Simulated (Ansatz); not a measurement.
Reaction (ligand exchange at a B–N bond): `BNC[TeH]` + `C#C[SiH2]O` → `BO[SiH2]C#C` + `NC[TeH]`

Program: Ansatz. Geometries: PBE0-D4/def2-TZVP. ΔE: electronic, gas phase. CBS: MP2 limit from def2 TZ/QZ plus the TZ coupled-cluster correction, frozen cores. DFT in def2-TZVPP. Elements past krypton have def2 core potentials. For Te outer-core shells are correlated without core-valence functions, which leaves a few kJ/mol of doubt a bond. One conformer a species, not always the lowest.

`BNC[TeH]`:

```xyz
10

B    -0.559    0.287    1.502
N    -0.264    0.666    0.199
C     0.779    0.131   -0.616
Te    0.086   -0.938   -2.376
H     0.113   -0.558    2.020
H    -1.471    0.819    2.062
H    -0.840    1.351   -0.268
H     1.427    0.908   -1.028
H     1.381   -0.560   -0.032
H    -0.652   -2.107   -1.463
```

`C#C[SiH2]O`:

```xyz
8

C    -0.558    1.853    0.962
C    -0.313    0.885    0.284
Si    0.081   -0.580   -0.737
O     0.368   -1.898    0.198
H    -0.778    2.709    1.558
H     1.256   -0.224   -1.572
H    -1.079   -0.925   -1.586
H     1.023   -1.820    0.893
```

`BO[SiH2]C#C`:

```xyz
10

B    -1.722   -0.704    1.203
O    -1.056    0.290    0.582
Si    0.561    0.593    0.421
C     1.044    0.306   -1.309
C     1.389    0.118   -2.449
H    -1.115   -1.563    1.788
H    -2.919   -0.695    1.154
H     0.789    2.012    0.766
H     1.339   -0.308    1.304
H     1.690   -0.048   -3.459
```

`NC[TeH]`:

Z-matrix (Å, degrees):
```
C
Te 1 2.168
N 1 1.439 2 107.9
H 1 1.095 2 106.1 3 -125.7
H 1 1.088 2 107.3 3 117.9
H 2 1.660 1 93.9 3 146.0
H 3 1.012 1 111.4 2 166.7
H 3 1.012 1 111.6 2 -71.4
```

```
             level  ΔE (eV)
           ωB97X-V     0.23
            r2SCAN     0.29
              PBE0     0.29
     HF/def2-TZVPP     0.07
SCS-MP2/def2-TZVPP     0.24
     HF/def2-QZVPP     0.06
      HF/CBS(def2)     0.06
     MP2/CBS(def2)     0.28
```

Problem. What does CCSD(T)/CBS give? (An estimate is asked.)

Solution. Ansatz gave: +0.25 eV. The listed levels differ from it by -0.02, 0.04, 0.04, -0.18, -0.01, -0.19, -0.19, 0.03 eV.

Largest T1 diagnostic among the species: 0.014.

In def2-TZVPP, CCSD(T) changes the Hartree–Fock value by +0.19 eV (the triples alone add +0.03 eV) and MP2 by +0.21 eV. From PBE to PBE0 (25 % exact exchange), in def2-TZVPP and without D4, ΔE moves by −0.04 eV.
